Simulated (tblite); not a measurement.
Species: C4H6ClFGe (charge +1 and doublet state).
Atom-mapped SMILES: `[F:1][Ge@@H:2]1[CH+:3][CH:4][C@@H:5]([Cl:6])[CH2:7]1` (hydrogens: H8 on Ge2; H9 on C3; H10 on C4; H11 on C5; H12, H13 on C7)

Computed with GFN2-xTB (tblite), gas phase: L-BFGS steps from a force-field or distance-geometry start until the largest atomic force falls under 0.01 eV/Å.

Step 3: E = -607.2017 eV
```
atom  x, y, z in Å  |  force x, y, z in eV/Å
F1      2.5012    0.0518    1.1587    0.017   0.007  -0.166
Ge2     1.6036   -0.0287   -0.3109   -0.466   0.083  -0.201
C3      0.2539    1.5126   -0.3902    0.107  -1.167   0.238
C4     -0.9367    1.0884   -0.0356    0.658   0.011   0.493
C5     -1.1229   -0.3353    0.3982    0.112  -0.126   0.488
Cl6    -2.6841   -1.1197    0.0325    0.058   0.066  -0.077
C7     -0.0072   -1.2435   -0.0775    0.169   0.257  -0.063
H8      2.3849   -0.2305   -1.5532    0.764  -0.008  -0.222
H9      0.6455    2.4480   -0.6549    0.092   1.001  -0.320
H10    -1.6336    1.7779    0.3723   -0.958   0.524  -0.268
H11    -1.0670   -0.2485    1.4914   -0.205  -0.126   0.153
H12    -0.1904   -1.6425   -1.0693   -0.057  -0.175  -0.130
H13     0.2486   -2.0296    0.6208   -0.291  -0.345   0.075
```

Step 4: E = -607.2884 eV
```
atom  x, y, z in Å  |  force x, y, z in eV/Å
F1      2.4995    0.0522    1.1515    0.018  -0.004  -0.151
Ge2     1.6033   -0.0309   -0.3186   -0.368   0.111  -0.263
C3      0.2598    1.5054   -0.3948    0.038  -0.692   0.308
C4     -0.9235    1.0861    0.0043    0.536   0.481   0.011
C5     -1.1199   -0.3363    0.4064    0.066  -0.138   0.339
Cl6    -2.6811   -1.1187    0.0316    0.041   0.080  -0.093
C7     -0.0101   -1.2420   -0.0772    0.236  -0.009  -0.012
H8      2.4038   -0.2296   -1.5558    0.678  -0.012  -0.137
H9      0.6429    2.4624   -0.6600   -0.110   0.448  -0.163
H10    -1.6550    1.7863    0.3548   -0.611   0.261  -0.266
H11    -1.0735   -0.2497    1.4892   -0.165  -0.216   0.517
H12    -0.1906   -1.6468   -1.0699   -0.078  -0.106  -0.067
H13     0.2401   -2.0381    0.6207   -0.281  -0.204  -0.022
```

Step 5: E = -607.3682 eV
```
atom  x, y, z in Å  |  force x, y, z in eV/Å
F1      2.4973    0.0526    1.1385   -0.019  -0.018  -0.179
Ge2     1.5980   -0.0320   -0.3353   -0.037   0.075  -0.328
C3      0.2729    1.4926   -0.3968   -0.063   0.121   0.356
C4     -0.9014    1.0964    0.0582    0.033   0.605  -0.486
C5     -1.1149   -0.3402    0.4224    0.072   0.112   0.199
Cl6    -2.6762   -1.1154    0.0285    0.066   0.129  -0.104
C7     -0.0093   -1.2439   -0.0762    0.125  -0.193   0.001
H8      2.4422   -0.2286   -1.5607    0.475   0.001   0.045
H9      0.6340    2.4821   -0.6676   -0.273  -0.251   0.023
H10    -1.6917    1.7991    0.3242    0.013  -0.144  -0.227
H11    -1.0853   -0.2564    1.4997   -0.101  -0.325   0.731
H12    -0.1926   -1.6540   -1.0712   -0.095  -0.005   0.043
H13     0.2227   -2.0520    0.6186   -0.196  -0.107  -0.074
```

Task: Estimate the geometry and energy of step 6. (The exact step hangs on the optimiser's Hessian estimate; all steps are aligned on step 5, rigid shifts and turns removed.)

Result: E = -607.4022 eV, largest force 0.643 eV/Å
```
atom  x, y, z in Å  |  force x, y, z in eV/Å
F1      2.4962    0.0525    1.1310   -0.048  -0.024  -0.211
Ge2     1.5948   -0.0311   -0.3463    0.143   0.039  -0.305
C3      0.2788    1.4889   -0.3918   -0.039   0.429   0.264
C4     -0.8953    1.1078    0.0693   -0.200   0.253  -0.453
C5     -1.1118   -0.3395    0.4320    0.094   0.243   0.228
Cl6    -2.6733   -1.1120    0.0257    0.115   0.155  -0.099
C7     -0.0069   -1.2465   -0.0761   -0.037  -0.145   0.046
H8      2.4637   -0.2283   -1.5621    0.377   0.011   0.115
H9      0.6272    2.4866   -0.6704   -0.254  -0.394   0.067
H10    -1.7051    1.8020    0.3102    0.156  -0.185  -0.196
H11    -1.0912   -0.2640    1.5147   -0.065  -0.320   0.554
H12    -0.1949   -1.6567   -1.0712   -0.103   0.025   0.065
H13     0.2135   -2.0592    0.6171   -0.137  -0.085  -0.075
```

The energy changes by -0.0341 eV. The first-order estimate −F·Δx gives -0.0421 eV and the mean of the old and new forces, exact on a quadratic surface, -0.0340 eV. The step makes an angle of 52° with the force vector and moves no atom by more than 0.022 Å.

What follows is the cost of the whole relaxation. Hardware: Arm Neoverse V2, one thread, no GPU, shared host with 96 logical CPUs at a one-minute load of 14. Cost: 0.41 s.
